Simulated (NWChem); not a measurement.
# BeO; SMILES [O]=[Be]

Computed with NWChem. Geometry: optimised at PBE0/def2-SVP. B3LYP is NWChem's, with the RPA form of VWN correlation. Static field.

For level B3LYP/Sadlej pVTZ:

```
Item                              Result
--------------------------------  ------
isotropic polarisability (bohr³)    29.5
anisotropy (bohr³)                   2.1
```

**Question.** How do the values read with level PBE/Sadlej pVTZ instead?

**Answer.** The isotropic polarisability (bohr³) comes out as 32.5 and the anisotropy (bohr³) comes out as 0.7.
